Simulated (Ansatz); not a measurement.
Cost and result for the atomization energy of FGeH$_{5}$OSSi, SMILES `[OH][GeH]([F])[S][SiH3]` (10 atoms, 9 bonds).

Cartesian coordinates in Å:
```
O -0.549 1.349 -0.898
Ge -1.179 0.751 0.637
F -2.467 -0.322 0.177
S 0.424 -0.333 1.650
Si 1.496 -0.992 -0.099
H -1.177 1.223 -1.615
H -1.807 1.832 1.518
H 0.569 -1.575 -1.096
H 2.407 -2.040 0.423
H 2.284 0.108 -0.697
```

The species carries charge 0 and has multiplicity 1. Correlated methods include outer-core shells of Ge, which these sets cover unevenly. Scalar relativity is left out up to krypton. The geometry is a stationary point of PBE0-D4/def2-TZVP. It is one conformer, not always the lowest. Program: Ansatz. All runs use 4 threads of an Arm Neoverse V1 on a shared host. Times are those of one run each, without the atoms' runs, and a repeat can differ threefold. Electronic energies, without spin–orbit coupling; frozen cores. CCSD(T)/CBS adds CCSD(T) − MP2 in def2-TZVPP to the MP2 limit, and its time is that of the two runs behind it. T1 = 0.012. With those shells the extrapolation isn't a true limit. B3LYP takes the VWN-RPA correlation (the form of Gaussian; ORCA's B3LYP/G).

CCSD(T)/CBS is a level of theory with its own doubt, some kJ/mol a heavy atom from the limit and from the frozen cores, so smaller differences don't rank the functionals.

```json
{"level": "PBE-D4/def2-TZVPP (with forces)", "functions": "264", "wall time": "3.3 s"}
{"level": "PBE0-D4/def2-TZVPP", "functions": "264", "wall time": "4.9 s"}
{"level": "r2SCAN-D4/def2-TZVPP (with forces)", "functions": "264", "wall time": "7 s"}
{"level": "B3LYP-D4/def2-TZVPP (with forces)", "functions": "264", "wall time": "8 s"}
{"level": "B2PLYP/def2-TZVPP", "functions": "264", "wall time": "8 s"}
{"level": "ωB97X-V/def2-TZVPP", "functions": "264", "wall time": "12 s"}
{"level": "ωB97M-V/def2-TZVPP (with forces)", "functions": "264", "wall time": "17 s"}
{"level": "MP2/def2-QZVPP", "functions": "493", "wall time": "30 s"}
{"level": "CCSD(T)/def2-TZVPP", "functions": "264", "wall time": "5.7 min"}
{"level": "CCSD(T)/CBS(def2)", "functions": "–", "wall time": "6.2 min"}
```

(1) What atomization energy does each give, and how far from CCSD(T)/CBS? (Estimate.)

Answers

(1) The calculation gave: 
| level | atomization (kcal/mol) | difference from CCSD(T)/CBS | per bond |
| --- | --- | --- | --- |
| PBE-D4/def2-TZVPP (with forces) | 773.7 | -1.9 | -0.2 |
| PBE0-D4/def2-TZVPP | 759.8 | -15.8 | -1.8 |
| r2SCAN-D4/def2-TZVPP (with forces) | 773.2 | -2.4 | -0.3 |
| B3LYP-D4/def2-TZVPP (with forces) | 763.0 | -12.6 | -1.4 |
| B2PLYP/def2-TZVPP | 757.7 | -17.9 | -2.0 |
| ωB97X-V/def2-TZVPP | 777.6 | 2.0 | 0.2 |
| ωB97M-V/def2-TZVPP (with forces) | 770.9 | -4.7 | -0.5 |
| MP2/def2-QZVPP | 780.4 | 4.8 | 0.5 |
| CCSD(T)/def2-TZVPP | 753.5 | -22.1 | -2.5 |
| CCSD(T)/CBS(def2) | 775.6 | 0.0 | 0.0 |

The D4 term adds +10.4 kcal/mol with B3LYP and +5.5 kcal/mol with PBE0; it sums over pairs of atoms, weighted by their polarisabilities, and B3LYP, whose exchange is more repulsive, gets the larger term. From PBE to PBE0 (25 % exact exchange), in def2-TZVPP and without D4, the atomization energy moves by −13.0 kcal/mol: exact exchange takes away binding that semilocal exchange gives to molecules. In def2-TZVPP, CCSD(T) changes the Hartree–Fock value by +206.4 kcal/mol (the triples alone add +12.8 kcal/mol) and MP2 by +220.2 kcal/mol; breaking electron pairs costs correlation energy, which Hartree–Fock lacks.
